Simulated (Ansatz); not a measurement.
`OCBO[SiH3]` + `CCSCN` → `CCBO[SiH3]` + `NCSCO`  (formal exchange of groups at a B–C bond)

Computed with Ansatz on PBE0-D4/def2-TZVP structures; ΔE is electronic, products minus reactants. CBS: MP2 limit from def2 TZ/QZ plus the TZ coupled-cluster correction, frozen cores. DFT in def2-TZVPP. One conformer a species, not always the lowest.

```json
{"species": "`OCBO[SiH3]`", "ωB97X-V energy (Eh)": "-507.15932"}
{"species": "`CCSCN`", "ωB97X-V energy (Eh)": "-572.64721"}
{"species": "`CCBO[SiH3]`", "ωB97X-V energy (Eh)": "-471.25742"}
{"species": "`NCSCO`", "ωB97X-V energy (Eh)": "-608.55517"}
```

Q: Work out ΔE.

A: ΔE = (-471.25742) + (-608.55517) − (-507.15932) − (-572.64721) = -0.00606 Eh = -3.8 kcal/mol. CCSD(T)/CBS gives -3.7 kcal/mol.

Largest T1 diagnostic among the species: 0.012.

From PBE to PBE0 (25 % exact exchange), in def2-TZVPP and without D4, ΔE moves by +0.9 kcal/mol.
